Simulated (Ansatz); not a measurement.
Cost and result up the ladder for the cluster Li₂Al₅ (the lowest doublet isomer of a short search) (7 atoms). Charge 0, multiplicity 2. Geometry: PBE-D4/def2-SVP.

```
atom   x (Å)   y (Å)   z (Å)
 Li1  -2.848   0.771  -0.210
 Li2   2.421   0.724  -1.538
 Al3   1.726   0.290   1.033
 Al4  -1.017   0.331   1.731
 Al5  -1.316  -1.635   0.134
 Al6   1.180  -1.653  -0.529
 Al7  -0.145   1.170  -0.621
```

Ansatz on 4 threads of Arm Neoverse N1 on a shared host. Times are rough, and most runs start from the orbitals of an earlier one. PBE0-D4/def2-TZVPD serves as the yardstick here, not as an exact answer. Differences are given only for rows in sets of like size (and for xTB, whose basis is part of the method), since another set adds its own error. Binding counts from free atoms at the same level (Li doublet, Al doublet; other spins of the atoms weren't run), without zero-point energy or a counterpoise term.

B3LYP takes the VWN-RPA correlation. Correlated methods freeze 25 core orbitals; core or outer-core shells of Li are correlated, in sets that lack core-valence functions. The structure comes from a short search, and lower isomers may exist.

Run but left out: HF/STO-3G, HF/6-31G, r2SCAN-D4/def2-TZVP, r2SCAN0-D4/def2-TZVP, r2SCAN0-D4/def2-TZVPD, LC-ωPBE/def2-TZVP (⟨S²⟩ 1.17 to 2.28, where a pure state has 0.75).

Correlated methods converge slowly with the basis.

```tsv
level	functions	wall time	binding energy per atom (eV)	difference from PBE0-D4/def2-TZVPD (eV)
B3LYP-D4/6-31G	83	8.5 s	1.41	–
PBE-D4/def2-SVP	108	9 s	1.88	–
PBE0-D4/def2-SVP	108	13 s	1.79	–
PBE-D4/def2-TZVP	213	17 s	1.86	0.07
RPA@PBE/def2-TZVP	213	19 s	1.48	-0.32
PBE-D4/def2-TZVPD	249	36 s	1.87	0.07
PBE0-D4/def2-TZVP	213	45 s	1.79	-0.01
BHLYP-D4/def2-TZVP	213	52 s	1.49	-0.30
PBE0-D4/def2-TZVPD	249	64 s	1.79	0.00
```
